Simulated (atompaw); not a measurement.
# What one change does to a pseudopotential (niobium, PAW (atompaw))

Nb, PAW, made with atompaw 4.2.0.5 (PBE, scalar-relativistic). Core [Ar] 3d10 4s2, reference 4p6 4d4 5s1 5p0. Waves: 5s (bound): rc 2.60 bohr; 5s channel at 1.55 Ry: rc 2.75 bohr; 4p (bound): rc 1.70 bohr; 5p (bound, empty): rc 2.75 bohr; 4d (bound): rc 2.75 bohr; 4d channel at 0.1 Ry: rc 2.15 bohr; 4f channel at 0.05 Ry: rc 2.75 bohr. Local part: bessel scheme, radius 2.60 bohr. Core correction: smooth core density matched at 1.40 bohr. Augmentation charge: gaussian compensation charge, radius 2.55 bohr; PAW radius 2.75 bohr; waves and projectors: custom rrkj gramschmidtortho.

All-electron outer shells of the reference configuration (PBE, scalar-relativistic, ld1.x):

```tsv
shell	level (eV)	outermost node (bohr)	outermost maximum (bohr)
3d	-196.29	–	0.33
4s	-58.39	0.53	1.04
4p	-34.52	0.54	1.12
5s	-3.98	1.41	3.08
4d	-3.04	0.55	1.49
5p	-1.11	1.63	4.26
```

Change: wave 4p (bound): rc 1.70 bohr becomes 4p (bound): rc 2.62 bohr.

Cutoffs: the cutoffs (Ry, on a coarse ladder) from which the occupation-weighted sum of valence levels, in a spherical-Bessel basis at the reference potential, stays within 10 and 1 mRy of its value at 400 Ry; they do not see the model core or the augmentation charge, which bear on the density cutoff.

Problem. What does the change do?

Solution. The potential gets softer (30 Ry and 50 Ry → 12 Ry and 21 Ry); both files keep a bound ghost (s).

```csv
quantity,base,changed
"cutoff, loose",30 Ry,12 Ry
"cutoff, tight",50 Ry,21 Ry
loose cutoff by channel (10 mRy a level),"s 6 Ry, p 25 Ry, d 10 Ry","s 6 Ry, p 10 Ry, d 10 Ry"
bound ghosts,s,s
s: phases at 2.75 bohr within 0.05 rad from the reference energy up to (Ry; the scan ends near 5),to the end of the scan,to the end of the scan
p: phases at 2.75 bohr within 0.05 rad from the reference energy up to (Ry; the scan ends near 5),4.5,4.4
d: phases at 2.75 bohr within 0.05 rad from the reference energy up to (Ry; the scan ends near 5),2.3,2.3
f: phases at 2.75 bohr within 0.05 rad from the reference energy up to (Ry; the scan ends near 5),1.3,1.3
lowest overlap eigenvalue by channel,"s 0.22, p 0.50, d 0.13, f 1.00","s 0.22, p 0.77, d 0.13, f 1.00"
```

 A true bound ghost makes a file unfit for plane-wave use even where its test errors are small: the radial tests pick states by their node count and pass the ghost by. The cutoffs see the waves, projectors and local potential, not the compensation charge or the core.
